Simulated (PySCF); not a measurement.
MgClI, SMILES [I][Mg][Cl].

Geometry: PBE-D3(BJ)/def2-TZVP. The def2 effective core potentials stand for the cores of I; spin–orbit coupling is left out.

Level of theory: PySCF with TDA-M06-2X/def2-SVPD.

Vertical excitations; the highest root listed may be one member of a degenerate set. Gas-phase values at a fixed geometry. State labels are in the subgroup C2v.

```
state  symmetry  energy (eV)  λ (nm)      f                                                                main pairs
-----  --------  -----------  ------  -----  ------------------------------------------------------------------------
S1           B1         4.79     259  0.033                                              HOMO−1→LUMO (degenerate set)
S2           B2         4.79     259  0.033                                                HOMO→LUMO (degenerate set)
S3           B1         5.98     207  0.041                                              HOMO−4→LUMO (degenerate set)
S4           B2         5.98     207  0.041                                              HOMO−3→LUMO (degenerate set)
S5           A2         6.00     207  0.000                                      HOMO→LUMO+1 46 %, HOMO−1→LUMO+2 46 %
S6           A2         6.10     203  0.000                               HOMO−1→LUMO+2, HOMO→LUMO+1 (degenerate set)
S7           A1         6.10     203  0.000                               HOMO−1→LUMO+1, HOMO→LUMO+2 (degenerate set)
S8           A1         6.10     203  0.059                  HOMO−2→LUMO, HOMO→LUMO+2, HOMO−1→LUMO+1 (degenerate set)
S9           A1         7.17     173  0.739  HOMO−2→LUMO 22 %, HOMO−5→LUMO 22 %, HOMO−1→LUMO+1 18 %, HOMO→LUMO+2 18 %
S10          B1         7.28     170  0.004                                                        HOMO−2→LUMO+1 80 %
T1           B2         4.51     275      0                                                HOMO→LUMO (degenerate set)
T2           B1         4.51     275      0                                              HOMO−1→LUMO (degenerate set)
T3           A1         5.16     240      0                                                          HOMO−2→LUMO 70 %
T4           B1         5.70     218      0                                                          HOMO−4→LUMO 92 %
```
Triplets are in the Tamm–Dancoff approximation.
